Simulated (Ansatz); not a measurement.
System: FeH (charge 0, sextet). SMILES: [FeH]

Atoms: Fe1, H2. Bonds: Fe1-H2.

Bond lengths (Å) and angles (degrees) optimised at HF/STO-3G with Ansatz (a quantum-chemistry and plane-wave program); HF/3-21G with Ansatz; HF/6-31G* with LANL2DZ past Ar with Ansatz; PBE/6-31G* with LANL2DZ past Ar with Ansatz, each started from the B3LYP-D3(BJ)/def2-TZVP structure (Ansatz) of the last column. A row stands for all coordinates that are equal there. 6-31G* holds six Cartesian d functions.

```csv
coordinate,HF/STO-3G,HF/3-21G,HF/6-31G* with LANL2DZ past Ar,PBE/6-31G* with LANL2DZ past Ar,B3LYP-D3(BJ)/def2-TZVP
Fe1-H2,1.684,1.652,1.777,1.727,1.693
```

Mean signed difference of all 1 bond lengths from B3LYP-D3(BJ)/def2-TZVP: HF/STO-3G -0.009 Å, HF/3-21G -0.041 Å, HF/6-31G* with LANL2DZ past Ar 0.084 Å, PBE/6-31G* with LANL2DZ past Ar 0.034 Å.
